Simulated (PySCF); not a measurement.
Correlation energy of Cr¹²⁺ (chromium, charge +12)

Starting occupation: [Ne] 3s2. Computed with PySCF 2.14 in an uncontracted even-tempered set (19 s from 0.88 bohr⁻², ratio 2.4; 13 p from 1.1 bohr⁻², ratio 2.4; 5 d from 4.4 bohr⁻², ratio 2.6; 4 f from 6.6 bohr⁻², ratio 2.6), with X2C-1e with screened-nucleus spin-orbit coupling, Gaussian nucleus. Frozen: 1s2; 10 electrons correlated; the 50 highest virtual spinors left out.

MP2 pair energies summed by pair of shells (mhartree):

| pair | energy | share (%) |
| --- | --- | --- |
| 2p1/2-2p3/2 | -94.55 | 24.2 |
| 2p3/2-2p3/2 | -90.64 | 23.2 |
| 3s1/2-3s1/2 | -59.26 | 15.2 |
| 2p3/2-2s1/2 | -39.98 | 10.3 |
| 2p3/2-3s1/2 | -31.18 | 8.0 |
| 2p1/2-2p1/2 | -21.80 | 5.6 |
| 2p1/2-2s1/2 | -20.08 | 5.1 |
| 2p1/2-3s1/2 | -15.31 | 3.9 |
| 2s1/2-2s1/2 | -10.29 | 2.6 |
| 2s1/2-3s1/2 | -6.83 | 1.8 |

Total MP2 correlation energy: -389.91 mhartree.

MP2 falls well short for the outer s pair, which is nearly degenerate with np².
